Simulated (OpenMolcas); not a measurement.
# Bi I: effect of the active space

```json
{
 "Program": "OpenMolcas 26.06",
 "Method": "SS-CASPT2 or its RAS form, IPEA 0.25 Eh, imaginary shift 0.1 Eh",
 "Basis": "ANO-RCC-VQZP",
 "Scalar Hamiltonian": "DKH2, point nucleus",
 "Spin-orbit coupling": "state interaction with AMFI integrals over the reference wave functions, term energies averaged over their components"
}
```

A. 3 electrons in 3 orbitals (6p); 2S+1 = 4 odd, 1 root; 2S+1 = 2 odd, 8 roots; closed shells correlated: 5d 6s; CASPT2 step of the order of 9 core-seconds
B. 5 electrons in 8 orbitals (6s 6p 7s 7p); 2S+1 = 4 odd, 1 root; 2S+1 = 2 odd, 8 roots; closed shells correlated: 5d; CASPT2 step roughly 17 core-seconds
C. 3 electrons in 9 orbitals (RAS2 6p; RAS3 6d 7s, at most 1 electron); 2S+1 = 4 odd, 1 root; 2S+1 = 2 odd, 8 roots; 2S+1 = 4 even, 3 roots; 2S+1 = 2 even, 8 roots; closed shells correlated: 5d 6s; CASPT2 step roughly 26 core-seconds
D. 5 electrons in 9 orbitals (RAS2 6s 6p; RAS3 6d, at most 2 electrons); 2S+1 = 4 odd, 1 root; 2S+1 = 2 odd, 8 roots; 2S+1 = 4 even, 3 roots (0 in the spin-orbit step); closed shells correlated: 5d; CASPT2 step roughly 27 core-seconds

Energies in eV above 6s² 6p³ ⁴S°_3/2, the measured ground level; measured values from NIST Handbook of Basic Atomic Spectroscopic Data.

```
                 Level       A       B       C       D  Measured
6s² 6p³ ⁴S°_3/2 [67 %]  0.0000  0.0000  0.0000  0.0000    0.0000
6s² 6p³ ²D°_3/2 [65 %]   1.313   1.270   1.313   1.290    1.4158
       6s² 6p³ ²D°_5/2   1.787   1.771   1.777   1.754    1.9140
       6s² 6p³ ²P°_1/2   2.641   2.656   2.843   2.630    2.6856
6s² 6p³ ²P°_3/2 [67 %]   3.742   3.705   3.873   3.708    4.1119
```

Deviations, from unrounded energies. A percentage is the sum of absolute deviations over the sum of measured energies, with the sign that they share, or ± where signs differ.

```json
{"Against measurement": "mean absolute deviation (cm-1)", "Levels": "4", "A": "1300", "B": "1500", "C": "1300", "D": "1500"}
{"Against measurement": "other terms of the ground configuration (%)", "Levels": "4", "A": "-6.4", "B": "-7.2", "C": "±6.3", "D": "-7.4"}
```

A, C lie about equally close to measurement and D furthest from it. The largest miss of C in the table is 6s² 6p³ ²P°_3/2 [67 %], by -1900 cm-1. The ranking rests on the paired levels alone, and a cruder setting can come out closer through cancelling errors.

The two smallest mean deviations differ by little beside CASPT2's spread within terms, so their order carries little weight.

Among A to D the level of the table that moves most is 6s² 6p³ ²P°_1/2, by 1700 cm-1 (lowest in D, highest in C). Moves below CASPT2's spread within the term are not significant.

CASPT2 does not keep the components of a term degenerate, so their means are used; among the terms shown or strongly mixed into the levels shown the widest spread is 160 cm-1 (6s² 6p³ ²D°, B). Spin-orbit splittings of 6p shells tend to come out small when the coupling is added on scalar orbitals. With the s shell closed, the reference lacks s² → p² mixing (holds for A; C). Active for correlation alone: 7p 7s; no level in the range computed is led by a configuration that fills them, so any true level of that kind is missing (holds for B). No level of 6s² 6p² 6d was computed, though it lies in the active space (holds for C). Some high roots are left out of the spin-orbit mixing, which shifts the levels that they would mix with (holds for D). Active for correlation alone: 6d; no level in the range computed is led by a configuration that fills it, so any true level of that kind is missing (holds for D). Computed and measured levels are paired by configuration, term and J; levels that our copy of the source lacks, or whose pairing is in doubt (as where it misses far off the trend of its configuration), stay unpaired and out of the deviations. Where the source uses jj or jK labels, the order within each J decides. Only configurations of the active space appear. The table leaves out levels that lie high or whose names do not pair safely across all columns.

A share in square brackets marks a mixed level and gives the weight of the term that names it, the lowest over the columns. ° marks odd parity.
